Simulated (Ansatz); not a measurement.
Several settings on one geometry of Sn(OH)H3 (SnOH₄) (that of the charge 0 singlet, PBE0-D4/def2-TZVP). Ansatz on 4 threads of Intel Xeon on a shared host; times are rough.

```
atom    x (Å)    y (Å)    z (Å)
 Sn1  -0.0658  -0.1223  -0.4751
  O2  -0.0762  -0.1202   1.4946
  H3   0.3532   0.6491   1.8748
  H4   1.5581  -0.1172  -1.0084
  H5  -0.8892   1.2719  -1.0226
  H6  -0.8801  -1.5612  -0.8633
```

Totals from different functionals, basis sets or treatments of relativity can't be compared as stabilities.

In the def2 sets Sn takes a core potential; there is no spin–orbit coupling.

The spins typed aren't always the lowest for that charge.

Q: Give the basis size and estimate the energy, ⟨S²⟩ and time of these runs.

```json
{"run": "1", "method": "UKS r2SCAN/def2-mTZVPP", "charge": "1", "state": "doublet", "further keys": "scf: {omitted_lower_state_checks: [starts]}; forces asked"}
{"run": "2", "method": "UKS ωB97/def2-mTZVPP", "charge": "1", "state": "doublet", "further keys": "scf: {omitted_lower_state_checks: [starts]}; forces asked"}
{"run": "3", "method": "UKS rPW86-PBE-D4/STO-3G", "charge": "0", "state": "triplet", "further keys": "final_grid: {core_spheres: 8, valence_spheres: 7, degree: 23}; scf: {omitted_lower_state_checks: [starts]}"}
```

A: 
```
run  functions  energy (Eh)  ⟨S²⟩  wall time
  1         80    -291.6024  0.76        6 s
  2         80    -291.5717  0.76       18 s
  3         36   -6042.9034  2.00      2.2 s
```
